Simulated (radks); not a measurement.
Task: Os10+, configuration [Kr] 4d10 4f14 5s2 5p4. Calculated with a radial shooting solver on a logarithmic mesh with Libxc functionals: scalar-relativistic Kohn-Sham, LDA (Slater exchange, Perdew-Wang correlation), spin-polarised, spherical densities, point nucleus; open shells are filled with parallel spins first (spin-orbit coupling, left out, can overturn this in heavy ions). Some entries of the table are withheld. Estimate them.

| orbital | occ. | eigenvalue (hartree) | <r> (bohr) |
|---|---|---|---|
| 1s up | 1 | -2719.105 | 0.01774 |
| 1s down | 1 | -2719.094 | 0.01774 |
| 2s up | 1 | -478.7406 | 0.07493 |
| 2s down | 1 | -478.7342 | 0.07493 |
| 2p up | 3 | -417.8093 | 0.06729 |
| 2p down | 3 | -417.8004 | 0.06729 |
| 3s up | 1 | -116.0807 | 0.1940 |
| 3s down | 1 | -116.0738 | 0.1940 |
| 3p up | 3 | -98.19281 | 0.1946 |
| 3p down | 3 | -98.18510 | 0.1946 |
| 3d up | 5 | -78.19266 | 0.1762 |
| 3d down | 5 | -78.18514 | 0.1762 |
| 4s up | 1 | -29.27045 | 0.4318 |
| 4s down | 1 | -29.25771 | 0.4317 |
| 4p up | 3 | -23.39779 | 0.4593 |
| 4p down | 3 | -23.38358 | 0.4591 |
| 4d up | 5 | -16.10681 | (1) |
| 4d down | 5 | -16.08926 | (2) |
| 5s up | 1 | -9.17971 | 0.9576 |
| 5s down | 1 | -9.09464 | 0.9564 |
| 4f up | 7 | -7.97226 | 0.5425 |
| 4f down | 7 | -7.94608 | 0.5401 |
| 5p up | 3 | -7.51608 | (3) |
| 5p down | 1 | -7.42698 | (4) |

Result: 
(1) 4d up <r> (bohr): 0.4880
(2) 4d down <r> (bohr): 0.4875
(3) 5p up <r> (bohr): 1.064
(4) 5p down <r> (bohr): 1.064
